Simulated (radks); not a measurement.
Valence configurations of Zn2+ (all share [Ar]). Calculated with a radial shooting solver on a logarithmic mesh with Libxc functionals: scalar-relativistic Kohn-Sham, r2SCAN, spin-unpolarised, spherical densities, finite nucleus; meta-GGA in the generalised Kohn-Sham scheme; Fermi nuclear charge, rms radius 3.9283 fm. Energies are relative to 3d10; eigenvalues in eV.

3d10: E (eV) 0.000; e(3d) -31.039
3d9.5 4p0.5: E (eV) 8.796; e(3d) -35.435; e(4p) -16.427
3d9 4s1: E (eV) 11.006; e(3d) -38.399; e(4s) -25.172
3d8.5 4s1.5: E (eV) 18.224; e(3d) -42.353; e(4s) -26.653
3d8 4s2: E (eV) 26.754; e(3d) -46.490; e(4s) -28.020
3d8 4s1.5 4p0.5: E (eV) 31.278; e(3d) -47.258; e(4p) -19.400; e(4s) -28.386
3d8 4s1 4p1: E (eV) 35.749; e(3d) -48.019; e(4p) -19.791; e(4s) -28.699
3d8 4p2: E (eV) 44.615; e(3d) -49.507; e(4p) -20.452
3d7 4s2 4p1: E (eV) 58.022; e(3d) -56.737; e(4p) -21.609; e(4s) -31.345
3d7 4s1 4p2: E (eV) 67.736; e(3d) -58.169; e(4p) -22.294; e(4s) -31.991

NIST lists [Ar] 3d10 as the ground configuration; this level of theory agrees among the configurations tried. The energies are those of spherical spin-averaged densities, not of single terms.
